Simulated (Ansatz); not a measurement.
`[O]=[W]([OH])([OH])([Cl])[Cl]`, charge 0, multiplicity 1.

Task: Give a relaxed structure at PBE0-D4/def2-TZVP (Ansatz 0.2.0). (Estimate.)

Result: Computed: 
Z-matrix (Å, degrees):
```
W
O 1 1.869
O 1 1.869 2 155.9
Cl 1 2.378 2 80.8 3 40.5
O 1 1.678 2 100.7 3 151.9
Cl 1 2.279 2 92.1 3 -100.1
H 2 0.960 1 127.7 3 -17.3
H 3 0.960 1 127.7 2 17.3
```
Point group Cs.
